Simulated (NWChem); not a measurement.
# GeHOCl2F; SMILES [Cl][Ge]([F])([OH])[Cl]

```xyz
6

O     -1.2488    -0.1289    -1.4563
Ge    -0.2687    -0.0112    -0.0209
F     -1.3045     0.0646     1.3528
Cl     0.9294    -1.7457     0.0982
Cl     0.9160     1.7518     0.0247
H     -1.9691     0.5139    -1.4758
```
Atoms are numbered in this order, from 1.

Program: NWChem. Pople sets run with spherical d functions. STO-3G and 3-21G are far too small for this property and stand as cheap habits. Coordinates come from a PBE0/def2-SVP optimisation. GIAO values for the isolated, static molecule; σ is the absolute isotropic shielding, δ = σ(reference) − σ with the isolated reference molecule computed at the same levels (19F: trichlorofluoromethane, 1H: tetramethylsilane, 17O: water).

| level | δ O1 (ppm) | σ Ge2 (ppm) | δ F3 (ppm) | σ Cl4 (ppm) | σ Cl5 (ppm) | δ H6 (ppm) | relative time |
|---|---|---|---|---|---|---|---|
| B3LYP/6-31G* | 82.1 | 1487.2 | -70.1 | 844.6 | 818.7 | 2.44 | 8 |
| Hartree-Fock/6-31G* | 39.3 | 1646.0 | -78.3 | 969.4 | 954.8 | 2.30 | 8 |
| PBE0/pcSseg-1 | 89.3 | 1276.5 | -98.5 | 841.8 | 816.0 | 2.50 | 9 |
| Hartree-Fock/STO-3G | -88.0 | 2247.3 | -166.5 | 1252.8 | 1239.3 | -1.92 | 1 |

Times are rough ratios from one shared machine.
